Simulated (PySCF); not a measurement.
BH, SMILES [BH] (connectivity only; charge and spin as stated), neutral, multiplicity 1. Geometry optimised at r2SCAN-D4/def2-TZVPD.

TDDFT-M06-2X/def2-TZVPD (PySCF 2.14.0) puts the lowest singlet excitations at 2.28, 2.28, 5.88, 8.32, 8.56, 8.56 eV.

What are the lowest excitation roots from ADC(2)/aug-cc-pVDZ (PySCF)? (An estimate is asked for; the answer gives what the named calculation found.)

2.85, 2.85, 6.40, 7.49, 7.49, 7.51 eV. S1 differs by 0.57 eV (second minus first; roots are paired by order, and the bases may differ).
